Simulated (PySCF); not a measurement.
A GIAO shielding run with PySCF 2.14 (density fitting, non-relativistic, gas phase) on `ClC[SiH2][SiH2]c1ccccn1`, C6H10ClNSi2:

```
$ OMP_NUM_THREADS=1 python probes_run.py task.json out

{"job": {"kind": "nmr", "xc": "PBE0", "basis": "pcSseg-1"}, "charge": 0, "multiplicity": 1}
Cl     3.985298     2.068123    -0.514948
C      2.513843     1.062388    -0.600705
Si     2.571372    -0.290255     0.753688
Si     0.770153    -1.726136     0.540366
C     -0.762123    -0.678667     0.153023
C     -1.987259    -1.181356    -0.271181
C     -3.034466    -0.307799    -0.509191
C     -2.826473     1.048518    -0.313528
C     -1.572276     1.460605     0.110958
N     -0.573444     0.627420     0.335270
H      2.480951     0.652740    -1.607968
H      1.667712     1.731735    -0.473081
H      2.661591     0.411488     2.038180
H      3.852234    -0.989083     0.565298
H      0.852420    -2.750476    -0.514472
H      0.467061    -2.483549     1.763906
H     -2.106724    -2.245247    -0.409910
H     -3.995539    -0.674461    -0.841789
H     -3.614037     1.765889    -0.485487
H     -1.355441     2.508799     0.278536
```

Hardware: 1 thread of an Arm Neoverse N1, shared host. The job also computes population analyses, field gradients, ring-centre shieldings.

Problem. How large is the calculation?

Solution. 98 electrons, 241 basis functions and 1313 auxiliary functions.

Problem. How long does it take, and how much memory does it need?

Solution. 120 s of wall time, with 14 SCF cycles and 5 response iterations; peak memory 1.2 GiB. Times on a shared host scatter by some tens of per cent.
